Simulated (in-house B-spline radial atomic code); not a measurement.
## Ionising Sc7+ with different functionals

Computed with a B-spline radial code for spherical atoms: four-component Dirac-Coulomb Hamiltonian, Fermi nucleus of rms radius 3.5459 fm, spin-restricted, spherical fractional occupations for the functionals. The ionisation energy is the difference of two self-consistent energies, [Ne] 3s2 3p2 → [Ne] 3s2 3p1, without Breit or QED terms; ε is the level of the shell that loses the electron (mean over j). The electron is taken from both j subshells in proportion to 2j + 1, so the result is a j average, not the step between ground levels.

Hybrids are left out here: with spherical fractional occupations of an open shell their exact exchange keeps a self-interaction that integer-occupation calculations don't have.

```
           method  rung  ΔSCF (eV)  -ε(3p) (eV)
         LDA VWN5   LDA     156.98       145.78
 relativistic LDA   LDA     156.95       145.75
         LDA PW92   LDA     156.97       145.77
LDA exchange-only   LDA     155.11       143.92
              PBE   GGA     156.80       145.65
           PBEsol   GGA     156.72       145.57
             BLYP   GGA          ?            ?
             RPBE   GGA     156.72       145.60
             PW91   GGA     156.97       145.80
             BP86   GGA     156.95       145.78
             AM05   GGA          ?            ?
             OLYP   GGA     156.94       145.86
```

Question: What does AM05 give?

Answer: ΔSCF 156.72 eV, and -ε(3p) = 145.56 eV.

Question: What does BLYP give?

Answer: ΔSCF 156.78 eV, and -ε(3p) = 145.59 eV.

Question: How do they compare with the NIST value?

Answer: NIST lists 158.1 eV ± 0.25 (semi-empirical, ground level to ground level). Errors run from -2.97 to -1.10 eV. The correlated functionals all miss on the same side by more than they spread, so the cause is common to them (Breit-QED terms, spin polarisation, the choice among j levels, multiplet and fine-structure energies, or a listed next ion that isn't the cheapest removal here) and closeness doesn't rank the functionals.
